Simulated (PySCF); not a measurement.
**Atomic charges against the basis set**

Compound: C3H8OSi.
Geometry (PBE0-D3(BJ)/def2-SVP, Å), atoms numbered from 1 in this order:
```
atom  x, y, z in Å
C1    -2.242    0.113    0.345
C2    -0.759    0.116    0.175
C3    -0.079   -0.860   -0.436
O4     1.258   -0.918   -0.625
Si5    2.387    0.244   -0.185
H6    -2.707    0.993   -0.130
H7    -2.528    0.141    1.410
H8    -2.695   -0.786   -0.099
H9    -0.210    0.976    0.582
H10   -0.588   -1.736   -0.854
H11    3.694   -0.285   -0.655
H12    2.078    1.548   -0.843
H13    2.400    0.432    1.297
```

PBE0 throughout (PySCF), one geometry, spherical d and f functions. The structure is a single PBE0-D3(BJ)/def2-SVP conformer in the gas phase; no vibrational or solvent corrections. Atoms taken as equivalent share a column and are averaged. The first 7 of 9 kinds of atom are listed.

Mulliken charges (e):

| basis | functions | C1 | C2 | C3 | O4 | Si5 | H6/H7/H8 | H9 |
| --- | --- | --- | --- | --- | --- | --- | --- | --- |
| STO-3G | 37 | -0.235 | -0.137 | +0.002 | -0.338 | +0.669 | +0.079 | +0.058 |
| 6-31G | 65 | -0.546 | -0.190 | +0.159 | -0.749 | +0.804 | +0.175 | +0.164 |
| pcSseg-0 | 65 | -0.677 | -0.356 | +0.181 | -0.843 | +0.742 | +0.239 | +0.232 |
| 6-31G* | 90 | -0.572 | -0.206 | +0.125 | -0.575 | +0.569 | +0.183 | +0.171 |
| cc-pVDZ | 114 | -0.038 | -0.225 | +0.184 | -0.388 | +0.425 | +0.051 | +0.028 |
| def2-SVP | 114 | -0.035 | -0.223 | +0.183 | -0.450 | +0.530 | +0.050 | +0.048 |
| pcSseg-1 | 132 | -0.231 | -0.374 | +0.230 | -0.607 | +0.668 | +0.122 | +0.134 |
| 6-311+G(2d,p) | 191 | -0.773 | +0.328 | -0.078 | -0.604 | +0.644 | +0.147 | +0.101 |
| aug-cc-pVDZ | 191 | +0.021 | +0.989 | +0.757 | -0.797 | -0.286 | -0.083 | -0.740 |
| def2-TZVP | 209 | -0.356 | -0.168 | +0.024 | -0.319 | +0.276 | +0.125 | +0.120 |
| IGLO-III | 264 | -0.362 | -0.081 | -0.006 | -0.474 | +0.908 | +0.119 | +0.077 |
| cc-pVTZ | 266 | -0.269 | -0.186 | +0.034 | -0.275 | +0.270 | +0.098 | +0.108 |

IAO charges (e):

```json
{"basis": "STO-3G", "functions": "37", "C1": "-0.394", "C2": "-0.221", "C3": "-0.026", "O4": "-0.403", "Si5": "+0.764", "H6/H7/H8": "+0.134", "H9": "+0.113"}
{"basis": "6-31G", "functions": "65", "C1": "-0.428", "C2": "-0.224", "C3": "+0.033", "O4": "-0.536", "Si5": "+0.674", "H6/H7/H8": "+0.150", "H9": "+0.134"}
{"basis": "pcSseg-0", "functions": "65", "C1": "-0.422", "C2": "-0.234", "C3": "+0.043", "O4": "-0.530", "Si5": "+0.674", "H6/H7/H8": "+0.149", "H9": "+0.133"}
{"basis": "6-31G*", "functions": "90", "C1": "-0.407", "C2": "-0.218", "C3": "+0.058", "O4": "-0.572", "Si5": "+0.816", "H6/H7/H8": "+0.143", "H9": "+0.131"}
{"basis": "cc-pVDZ", "functions": "114", "C1": "-0.407", "C2": "-0.222", "C3": "+0.054", "O4": "-0.566", "Si5": "+0.804", "H6/H7/H8": "+0.143", "H9": "+0.133"}
{"basis": "def2-SVP", "functions": "114", "C1": "-0.397", "C2": "-0.219", "C3": "+0.056", "O4": "-0.565", "Si5": "+0.824", "H6/H7/H8": "+0.140", "H9": "+0.129"}
{"basis": "pcSseg-1", "functions": "132", "C1": "-0.407", "C2": "-0.226", "C3": "+0.053", "O4": "-0.576", "Si5": "+0.828", "H6/H7/H8": "+0.144", "H9": "+0.134"}
{"basis": "6-311+G(2d,p)", "functions": "191", "C1": "-0.419", "C2": "-0.227", "C3": "+0.051", "O4": "-0.586", "Si5": "+0.842", "H6/H7/H8": "+0.148", "H9": "+0.138"}
{"basis": "aug-cc-pVDZ", "functions": "191", "C1": "-0.417", "C2": "-0.228", "C3": "+0.051", "O4": "-0.576", "Si5": "+0.808", "H6/H7/H8": "+0.147", "H9": "+0.138"}
{"basis": "def2-TZVP", "functions": "209", "C1": "-0.419", "C2": "-0.227", "C3": "+0.054", "O4": "-0.588", "Si5": "+0.853", "H6/H7/H8": "+0.148", "H9": "+0.138"}
{"basis": "IGLO-III", "functions": "264", "C1": "-0.420", "C2": "-0.228", "C3": "+0.051", "O4": "-0.588", "Si5": "+0.851", "H6/H7/H8": "+0.148", "H9": "+0.139"}
{"basis": "cc-pVTZ", "functions": "266", "C1": "-0.420", "C2": "-0.227", "C3": "+0.053", "O4": "-0.583", "Si5": "+0.838", "H6/H7/H8": "+0.148", "H9": "+0.138"}
```

Hirshfeld charges (e):

```
        basis  functions      C1      C2      C3      O4     Si5  H6/H7/H8      H9
       STO-3G         37  -0.035  -0.101  +0.024  -0.189  +0.453    +0.015  +0.010
        6-31G         65  -0.096  -0.085  +0.020  -0.236  +0.384    +0.039  +0.037
     pcSseg-0         65  -0.100  -0.087  +0.020  -0.213  +0.406    +0.039  +0.025
       6-31G*         90  -0.097  -0.081  +0.021  -0.208  +0.368    +0.039  +0.040
      cc-pVDZ        114  -0.108  -0.082  +0.016  -0.187  +0.376    +0.041  +0.037
     def2-SVP        114  -0.111  -0.082  +0.018  -0.191  +0.384    +0.042  +0.036
     pcSseg-1        132  -0.114  -0.082  +0.019  -0.205  +0.386    +0.043  +0.036
6-311+G(2d,p)        191  -0.114  -0.086  +0.015  -0.217  +0.393    +0.044  +0.041
  aug-cc-pVDZ        191  -0.122  -0.086  +0.016  -0.215  +0.389    +0.046  +0.041
    def2-TZVP        209  -0.118  -0.084  +0.017  -0.208  +0.384    +0.045  +0.041
     IGLO-III        264  -0.122  -0.086  +0.015  -0.208  +0.381    +0.046  +0.040
      cc-pVTZ        266  -0.118  -0.083  +0.017  -0.202  +0.380    +0.045  +0.040
```

Some averages cover members that differ in this geometry, most widely: H6/H7/H8, Mulliken in aug-cc-pVDZ -0.213 to -0.017 e.

**Question.** Which scheme is steadiest as the basis changes?

**Answer.** Largest range over the bases for any column: Hirshfeld 0.09 e, IAO 0.18 e, Mulliken 1.36 e. Hirshfeld charges move least and Mulliken charges most, counted in e. Without the minimal STO-3G basis the ranges are Hirshfeld 0.05, IAO 0.18, Mulliken 1.36 e.

**Question.** How much do the charges still move between the two largest bases, IGLO-III and cc-pVTZ?

**Answer.** At most, over all atoms: Mulliken 0.638 e, IAO 0.013 e, Hirshfeld 0.006 e.

**Question.** What do the same runs give for the total energy, the frontier levels and the dipole moment?

**Answer.** 
```tsv
basis	energy (Eh)	HOMO (eV)	LUMO (eV)	μ (D)
STO-3G	-477.6925	-3.52	4.49	1.00
6-31G	-483.3743	-6.27	0.58	1.25
pcSseg-0	-482.6972	-6.55	0.72	1.08
6-31G*	-483.4702	-6.29	0.62	0.77
cc-pVDZ	-483.4990	-6.40	0.69	0.71
def2-SVP	-483.2630	-6.50	0.78	0.77
pcSseg-1	-483.4634	-6.58	0.45	0.81
6-311+G(2d,p)	-483.5639	-6.56	0.00	0.77
aug-cc-pVDZ	-483.5134	-6.53	-0.03	0.71
def2-TZVP	-483.5839	-6.56	0.27	0.69
IGLO-III	-483.5879	-6.56	0.42	0.70
cc-pVTZ	-483.5788	-6.53	0.41	0.67
```

The dipole is fixed by the density alone, so its range of 0.58 D shows that the density itself changes with the basis, not only its division among atoms.
